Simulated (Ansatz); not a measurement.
Relaxation of CH$_{7}$NO$_{2}$Si$_{2}$ (13 atoms, charge 0, multiplicity 1), to a largest force component of 0.015 eV/Å in at most 40 steps.

Level of theory: RKS LDA/STO-3G (Ansatz 0.2.0).

```xyz
13
Properties=species:S:1:pos:R:3
O -1.702 -0.034 0.632
C -0.374 0.263 0.368
O 0.492 -0.842 0.474
Si 2.130 -0.676 0.429
N 0.075 1.412 1.074
Si 0.149 1.838 -0.552
H -1.961 0.481 1.445
H 2.509 0.492 1.280
H 2.800 -1.866 0.841
H 2.513 -0.377 -1.045
H 1.005 1.240 1.452
H 1.609 2.090 -0.775
H -0.865 2.962 -0.735
```

Question: Where does it end, and by what steps?

Answer: The forces met the threshold. Limits of this set-up: minimal basis. After 10 steps the energy has fallen by 1.425 eV; H11 moved furthest, 0.59 Å.

| step | energy less start (eV) | largest force component (eV/Å) | accepted |
| --- | --- | --- | --- |
| 0 | 0.0000 | 4.522 | yes |
| 1 | -1.0799 | 2.462 | yes |
| 2 | -1.3694 | 0.517 | yes |
| 3 | -1.3978 | 0.449 | yes |
| 4 | -1.4007 | 0.391 | yes |
| 5 | -1.4213 | 0.103 | yes |
| 6 | -1.4238 | 0.049 | yes |
| 7 | -1.4250 | 0.046 | yes |
| 8 | -1.4253 | 0.025 | yes |
| 9 | -1.4254 | 0.020 | yes |
| 10 | -1.4255 | 0.008 | yes |

```xyz
13
Properties=species:S:1:pos:R:3
O -1.630 -0.191 0.580
C -0.277 0.260 0.520
O 0.528 -0.891 0.728
Si 2.183 -0.694 0.292
N -0.166 1.562 1.334
Si 0.208 1.842 -0.436
H -2.004 0.589 1.152
H 2.815 0.394 1.027
H 2.799 -1.957 0.647
H 2.319 -0.431 -1.133
H 0.740 1.509 1.901
H 1.591 2.204 -0.707
H -0.728 2.789 -1.018
```

Run time: 34 s on 1 thread of Arm Neoverse V1, on a shared host, peak memory 0.15 GiB.
